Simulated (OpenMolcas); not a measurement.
An OpenMolcas run meant for N2+ (ANO-RCC-MB, DKH2; inactive shells 1s 2s; intended active space 1 electron in 3 orbitals (2p)). One step of its input:

```
&RASSCF
FileOrb=start.orb
Symmetry=2
Spin=2
nActEl=2 0 0
Inactive=2 0
Ras2=0 3
CIRoot=3 3 1
SDav=3
CIMx=300
Iter=75 100
PrWF=0.3
OrbListing=Nothing
MaxOrb=0
Atom
>>> COPY $Project.JobIph JOB001
```

Lines from the output:

```
--- SEWARD ---
Basis set label: N.ANO-RCC...2S1P.

      Electronic valence basis set:
      ------------------
      Associated Effective Charge   7.000000 au
      Associated Actual Charge      7.000000 au
      Nuclear Model: Point charge

      Shell  nPrim  nBasis  Cartesian Spherical Contaminant
         s      14       2        X
         p       9       1        X
                  Relativistic Douglas-Kroll-Hess integrals:
                    - DKH order of Hamiltonian: 2
                    - DKH order of Properties : 0
                  Atomic mean-field integrals
--- RASSCF ---

 Nr of active orbitals     NAC=   3
 Spin degeneracy         ISPIN=   2
 There can be no such wave function.
 ************************************************
--- Stop Module: rasscf at  /rc=_RC_INPUT_ERROR_ ---
.####################.
.# User input error #.
.####################.
```

Q: What is wrong with the input?

A: nActEl holds one electron too many for this ion, which clashes with the multiplicity.
